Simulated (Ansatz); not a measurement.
A run for Ansatz (an electronic-structure program): U-B3LYP/def2-TZVPP on GeHI (SMILES [GeH][I]), a point of a bond scan (R = 5.125 Å). Elements past Kr take the def2 small-core potentials; no spin–orbit coupling.

Ansatz 0.2 input:
```yaml
crystal:
  periodic: [false, false, false]
  atoms:
    - {symbol: Ge, position_ang: [-0.91057453, -0.75513755, 1.05678619]}
    - {symbol: H, position_ang: [-4.17518720, -2.30812277, -2.57518040]}
    - {symbol: I, position_ang: [0.58621040, 0.47933673, -0.63658405]}
basis:
  gaussian:
    orbitals: def2-TZVPP
hamiltonian:
  xc: {name: B3LYP}
magnetization: {spin_polarized: true, initial_magnetization: 0}
```

Program output:

```
WARN ansatz: RAYON_NUM_THREADS=1 ignored (pool sized by the plan → 1); use --threads N
Functional definition: B3LYP
integrals: 0.03 GiB planned
859 factors; their error is unknown
mean field: 0.53 GiB planned
mean field evaluation 1: about -64629.3798 eV, gradient 1.9e1 eV
mean field evaluation 2: about -64602.8212 eV, gradient 6.1e1 eV
mean field evaluation 4: about -64630.4356 eV, gradient 1.4e1 eV
mean field evaluation 8: about -64630.9951 eV, gradient 1.1e1 eV
mean field evaluation 16: about -64636.1111 eV, gradient 2.2e0 eV
mean field evaluation 32: about -64635.0792 eV, gradient 1.7e1 eV
mean field evaluation 64: about -64636.8290 eV, gradient 8.7e-2 eV
mean field evaluation 96: about -64636.8292 eV, gradient 1.5e-6 eV
mean field -64636.82919527 eV, -2375.3596605099 hartree, gradient 1.5e-6 eV, S^2 1.000989; 6 other end points of the search recorded, 0 dependent functions left out
reference -64636.82943447 eV, -2375.3596693002 hartree; 29, 29 occupied and 83, 83 virtual orbitals, 859 factors
Total energy: -64636.82943447 eV, -2375.3596693002 hartree
```

Self-consistency was reached. Its determinant has ⟨S²⟩ = 1.00, a mixture of spin states.

Cost: very roughly 24 core-seconds.
